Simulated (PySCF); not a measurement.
VF₅, SMILES [F][V]([F])([F])([F])[F], multiplicity 1. The structure is a stationary point at ωB97X-D3(BJ)/def2-SVP. The spin state was assumed, not searched. The isomer is the one that the SMILES or the coordinates give; other isomers of the formula were not compared.

These are ωB97X-D3(BJ)/def2-SVP (PySCF) values and carry that method's errors.

Harmonic wavenumbers (cm⁻¹): 115, 115, 291, 292, 354, 363, 363, 640, 778, 798, 857, 857. Rotational constants (GHz): 3.126, 2.613, 2.613; symmetry number 6.

Problem. Work out the zero-point energy and the ideal-gas rigid-rotor harmonic-oscillator thermochemistry at 298.15 K and 1 atm.

Solution. ZPE = ½ Σ hcν = ½ × 5821 cm⁻¹ = 34.82 kJ/mol. H − E(el) = 54.60 kJ/mol. Entropy in J/(mol K): translation 170.89, rotation 98.54, vibration 57.82, total 327.26. G − E(el) = -42.97 kJ/mol. Cp = 97.41 J/(mol K). Modes under 150 cm⁻¹ make the vibrational entropy uncertain.
